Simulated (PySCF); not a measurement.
The molecule CSe, closed-shell singlet (the spin of the measured ground state). No spin–orbit coupling. Se is treated without relativity.

Seven points along R, fitted to fifth degree in 1/R; most abundant isotopes. In def2 and cc sets the state is the lowest found near the PBE0 minimum, followed along R. The singlet is held restricted.

Rows in 3-21G carry no dispersion term and start afresh at each structure; the Pople sets are all-electron and without relativity.

Programs: PySCF for 3-21G rows. 

Energies at HF/3-21G:

```tsv
R (Å)	E (hartree)
1.554291	-2426.00344069
1.596073	-2426.01428600
1.634513	-2426.02031546
1.677966	-2426.02337898
1.721419	-2426.02318409
1.771558	-2426.01972542
1.830052	-2426.01230589
```

Task: With a reduced mass of 10.4334 u, find the minimum, the force constant and the constants.

Result: A fifth-degree polynomial in 1/R puts the minimum at r_e = 1.6964 Å with force constant 685 N/m. Then ω_e = (1/2πc)√(k/μ) = 1056 cm⁻¹ and B_e = h/(8π²cμr_e²) = 0.5614 cm⁻¹; the cubic and quartic terms give α_e = 0.0032 and ω_e x_e = 3.9 cm⁻¹.
